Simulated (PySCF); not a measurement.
## Electron correlation in Fe²⁺ (iron, charge +2)

[Ar] 3d5 4p1, high-spin 7P determinant (an excited configuration). Computed with PySCF 2.14 in aug-cc-pVDZ-DK (7s6p4d2f, 59 functions), with the spin-free X2C one-electron Hamiltonian (Gaussian nucleus). Frozen: [Ar]; 6 electrons correlated.

| level | correlation energy (mhartree) |
| --- | --- |
| CCSD | -64.87 |
| (T) | -0.56 |
| CCSD(T) | -65.43 |

Diagnostics: T1 = 0.0057, D1 = 0.0123, largest double amplitude 0.023.

Problem. Is a single reference adequate?

Solution. Yes: T1 lies below 0.03 and no double amplitude reaches 0.07.
